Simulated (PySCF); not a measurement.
Frontier orbitals and the lowest excitations

C₅H₆OS.
Atom-mapped SMILES: `[CH3:1][O:2][c:3]1[cH:4][cH:5][cH:6][s:7]1` (hydrogens: H8, H9, H10 on C1; H11 on C4; H12 on C5; H13 on C6)

Cartesian coordinates in Å at the PBE0-D3(BJ)/def2-SVP level; atoms count from 1:
```
atom  x, y, z in Å
C1     2.577    0.351    0.197
O2     1.594   -0.274   -0.585
C3     0.314   -0.073   -0.258
C4    -0.767   -0.587   -0.928
C5    -1.998   -0.194   -0.332
C6    -1.843    0.603    0.768
S7    -0.176    0.897    1.107
H8     2.465    1.450    0.179
H9     2.535    0.007    1.246
H10    3.549    0.081   -0.233
H11   -0.662   -1.218   -1.809
H12   -2.976   -0.495   -0.711
H13   -2.607    1.042    1.407
```

The calculation used PySCF, TDDFT PBE0/def2-SVPD, vertical, gas phase, core orbitals frozen in the response.

Frontier orbitals with the atoms that hold most of them (Löwdin shares over 4%, at most four atoms; ? is withheld):

```tsv
orbital	ε (eV)	atoms
LUMO+2	0.64	S7 34%, C1 20%, H9 9%, H8 9%
LUMO+1	0.47	S7 59%, C3 10%, C6 9%, H13 5%
LUMO	-0.09	?
HOMO	?	?
HOMO-1	-7.26	S7 42%, C5 20%, C4 18%, C6 8%
HOMO-2	-9.44	S7 35%, O2 23%, C3 10%, C1 8%
HOMO-3	-9.49	O2 30%, S7 16%, C6 12%, C1 11%
```

**Question.** Give the leading atoms of the HOMO.

**Answer.** C6 (bonded to C, S and H) 25%; C3 (bonded to C, O and S) 18%; O2 (bonded to 2 C) 18%; C4 (bonded to 2 C and H) 17%. By element: carbon 59% or more, oxygen 18%.

**Question.** Which atoms hold the LUMO, and with what shares?

**Answer.** S7 (bonded to 2 C) 22%; C6 (bonded to C, S and H) 20%; C3 (bonded to C, O and S) 19%; C5 (bonded to 2 C and H) 16%. By element: carbon 56% or more, sulfur 22%.

**Question.** What is the HOMO energy, and the HOMO–LUMO gap?

**Answer.** ε(HOMO) = -6.08 eV; the gap is 5.99 eV (0.2201 hartree).

**Question.** How does S1 compare with the orbital gap of 5.99 eV?

**Answer.** S1 is at 5.19 eV (f = 0.0014), 0.80 eV below the gap, made of HOMO→LUMO+1 (95%). Its leading pair isn't HOMO and LUMO; the energies of that pair differ by 6.55 eV. Without the coupling terms of the response equations the lowest excitation would equal the gap.

**Question.** One configuration dominates each of S1, S2 and S5. Which, and how do the shares of the two leading atoms of either orbital change from the occupied to the empty one?

**Answer.** 
- S1 (5.19 eV, f 0.0014), HOMO→LUMO+1 (95%): C6 25% → 9%, C3 18% → 10%, S7 at most 17% → 59%
- S2 (5.32 eV, f 0.119), HOMO→LUMO (96%): C6 25% → 20%, C3 18% → 19%, S7 at most 17% → 22%
- S5 (6.20 eV, f 0.0001), HOMO-1→LUMO+1 (89%): S7 42% → 59%, C5 20% → at most 5%, C3 at most 9% → 10%

Löwdin shares depend on the basis, the more so with diffuse functions.

One conformer stands for the species.
